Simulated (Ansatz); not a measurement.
Ansatz (a quantum-chemistry and plane-wave program) input file for 1-bromo-1-fluorocyclopropane (C3H4BrF), SMILES FC1(Br)CC1, PBE-D3(BJ)/def2-SVP. 

Ansatz 0.2 input:
```yaml
crystal:
  periodic: [false, false, false]
  atoms:
    - {symbol: F, position_ang: [-1.52580515, 1.04188077, -0.00000000]}
    - {symbol: C, position_ang: [-0.20590825, 0.74638181, -0.00000000]}
    - {symbol: Br, position_ang: [0.08450001, -1.16768162, 0.00000000]}
    - {symbol: C, position_ang: [0.70355423, 1.63809010, 0.76532830]}
    - {symbol: C, position_ang: [0.70355424, 1.63809010, -0.76532830]}
    - {symbol: H, position_ang: [1.55570614, 1.19584155, 1.28586824]}
    - {symbol: H, position_ang: [0.22806627, 2.48243720, 1.27248168]}
    - {symbol: H, position_ang: [1.55570616, 1.19584155, -1.28586822]}
    - {symbol: H, position_ang: [0.22806628, 2.48243719, -1.27248167]}
basis:
  gaussian:
    orbitals: def2-SVP
hamiltonian:
  xc: pbe
  dispersion: d3bj
relax: {f_tol: 0.002, max_steps: 200}
```

Program output:

```
WARN ansatz: RAYON_NUM_THREADS=1 ignored (pool sized by the plan → 1); use --threads N
Functional definition: PBE
integrals: 0.05 GiB planned
1199 factors; their error is unknown
mean field: 0.30 GiB planned
mean field evaluation 1: about -75900.6292 eV, gradient 5.5e1 eV
mean field evaluation 2: about -75885.8995 eV, gradient 9.0e1 eV
mean field evaluation 4: about -75908.2288 eV, gradient 5.9e0 eV
mean field evaluation 8: about -75908.1695 eV, gradient 3.6e-1 eV
mean field evaluation 16: about -75908.1698 eV, gradient 1.5e-5 eV
mean field -75908.16975951 eV, -2789.5737862567 hartree, gradient 1.5e-5 eV, S^2 0.000000; 0 other end points of the search recorded, 0 dependent functions left out
the calculation of the forces begins
reference -75908.16978957 eV, -2789.5737873614 hartree; 33, 33 occupied and 75, 75 virtual orbitals, 1199 factors
relax step   1: F+E_penalty+E_count = -75908.35791061 eV  Δ(F+E_penalty+E_count) = +0.000e0 eV  max|allowed force component| = 2.691e-1 eV/Å  Δτ_max = 0.0000 Å  (30 SCF iters, accepted)
these checks for a lower state are left out or cut short: starts, cluster_reference, orbital_swaps, neighbouring_geometries, increment
integrals: 0.05 GiB planned
1199 factors; their error is unknown
mean field: 0.30 GiB planned
mean field -75908.17606122 eV, -2789.5740178399 hartree, gradient 1.3e-5 eV, S^2 0.000000; 0 other end points of the search recorded, 0 dependent functions left out
the calculation of the forces begins
reference -75908.17609132 eV, -2789.5740189462 hartree; 33, 33 occupied and 75, 75 virtual orbitals, 1199 factors
relax step   2: F+E_penalty+E_count = -75908.36388911 eV  Δ(F+E_penalty+E_count) = -5.978e-3 eV  max|allowed force component| = 9.351e-2 eV/Å  Δτ_max = 0.0077 Å  (32 SCF iters, accepted)
these checks for a lower state are left out or cut short: starts, cluster_reference, orbital_swaps, neighbouring_geometries, increment
integrals: 0.05 GiB planned
1199 factors; their error is unknown
mean field: 0.30 GiB planned
mean field evaluation 32: about -75908.1769 eV, gradient 1.3e-5 eV
mean field -75908.17692897 eV, -2789.5740497292 hartree, gradient 1.3e-5 eV, S^2 0.000000; 0 other end points of the search recorded, 0 dependent functions left out
the calculation of the forces begins
reference -75908.17695910 eV, -2789.5740508364 hartree; 33, 33 occupied and 75, 75 virtual orbitals, 1199 factors
relax step   3: F+E_penalty+E_count = -75908.36456819 eV  Δ(F+E_penalty+E_count) = -6.791e-4 eV  max|allowed force component| = 8.021e-3 eV/Å  Δτ_max = 0.0041 Å  (33 SCF iters, accepted)
these checks for a lower state are left out or cut short: starts, cluster_reference, orbital_swaps, neighbouring_geometries, increment
integrals: 0.05 GiB planned
1199 factors; their error is unknown
mean field: 0.30 GiB planned
mean field -75908.17692795 eV, -2789.5740496920 hartree, gradient 1.3e-5 eV, S^2 0.000000; 0 other end points of the search recorded, 0 dependent functions left out
the calculation of the forces begins
reference -75908.17695808 eV, -2789.5740507991 hartree; 33, 33 occupied and 75, 75 virtual orbitals, 1199 factors
relax step   4: F+E_penalty+E_count = -75908.36457736 eV  Δ(F+E_penalty+E_count) = -9.163e-6 eV  max|allowed force component| = 2.701e-3 eV/Å  Δτ_max = 0.0008 Å  (32 SCF iters, accepted)
these checks for a lower state are left out or cut short: starts, cluster_reference, orbital_swaps, neighbouring_geometries, increment
integrals: 0.05 GiB planned
1199 factors; their error is unknown
mean field: 0.30 GiB planned
mean field -75908.17692142 eV, -2789.5740494519 hartree, gradient 1.3e-5 eV, S^2 0.000000; 0 other end points of the search recorded, 0 dependent functions left out
the calculation of the forces begins
reference -75908.17695155 eV, -2789.5740505590 hartree; 33, 33 occupied and 75, 75 virtual orbitals, 1199 factors
relax step   5: F+E_penalty+E_count = -75908.36458039 eV  Δ(F+E_penalty+E_count) = -3.030e-6 eV  max|allowed force component| = 3.749e-3 eV/Å  Δτ_max = 0.0007 Å  (32 SCF iters, accepted)
these checks for a lower state are left out or cut short: starts, cluster_reference, orbital_swaps, neighbouring_geometries, increment
integrals: 0.05 GiB planned
1199 factors; their error is unknown
mean field: 0.30 GiB planned
mean field -75908.17692267 eV, -2789.5740494978 hartree, gradient 1.3e-5 eV, S^2 0.000000; 0 other end points of the search recorded, 0 dependent functions left out
the calculation of the forces begins
reference -75908.17695279 eV, -2789.5740506049 hartree; 33, 33 occupied and 75, 75 virtual orbitals, 1199 factors
relax step   6: F+E_penalty+E_count = -75908.36458058 eV  Δ(F+E_penalty+E_count) = -1.978e-7 eV  max|allowed force component| = 2.112e-3 eV/Å  Δτ_max = 0.0002 Å  (33 SCF iters, accepted)
these checks for a lower state are left out or cut short: starts, cluster_reference, orbital_swaps, neighbouring_geometries, increment
integrals: 0.05 GiB planned
1199 factors; their error is unknown
mean field: 0.30 GiB planned
mean field evaluation 64: about -75908.1769 eV, gradient 1.3e-5 eV
mean field -75908.17692068 eV, -2789.5740494245 hartree, gradient 1.3e-5 eV, S^2 0.000000; 0 other end points of the search recorded, 0 dependent functions left out
the calculation of the forces begins
reference -75908.17695080 eV, -2789.5740505316 hartree; 33, 33 occupied and 75, 75 virtual orbitals, 1199 factors
relax step   7: F+E_penalty+E_count = -75908.36458073 eV  Δ(F+E_penalty+E_count) = -1.463e-7 eV  max|allowed force component| = 1.411e-4 eV/Å  Δτ_max = 0.0001 Å  (32 SCF iters, accepted)
integrals: 0.05 GiB planned
1199 factors; their error is unknown
mean field: 0.30 GiB planned
mean field -75908.17692068 eV, -2789.5740494245 hartree, gradient 1.3e-5 eV, S^2 0.000000; 1 other end points of the search recorded, 0 dependent functions left out
the calculation of the forces begins
reference -75908.17695080 eV, -2789.5740505316 hartree; 33, 33 occupied and 75, 75 virtual orbitals, 1199 factors
Total energy: -75908.36461086 eV, -2789.5809469114 hartree
Atom 0 at    -1.537946     1.038374     0.000000 Å, force     0.000077    -0.000082     0.000000 eV/Å
Atom 1 at    -0.211804     0.745463     0.000000 Å, force    -0.000141     0.000029     0.000000 eV/Å
Atom 2 at     0.088413    -1.172293    -0.000000 Å, force    -0.000067     0.000034    -0.000000 eV/Å
Atom 3 at     0.704352     1.638504     0.767149 Å, force    -0.000101     0.000038    -0.000020 eV/Å
Atom 4 at     0.704352     1.638504    -0.767149 Å, force    -0.000101     0.000038     0.000020 eV/Å
Atom 5 at     1.561469     1.191849     1.292436 Å, force     0.000126     0.000024     0.000092 eV/Å
Atom 6 at     0.228567     2.490534     1.278235 Å, force     0.000041    -0.000053    -0.000091 eV/Å
Atom 7 at     1.561469     1.191849    -1.292436 Å, force     0.000126     0.000024    -0.000092 eV/Å
Atom 8 at     0.228567     2.490534    -1.278235 Å, force     0.000041    -0.000053     0.000091 eV/Å
Dipole moment:     0.278476     0.296128    -0.000000 e Å
```

The run converged.
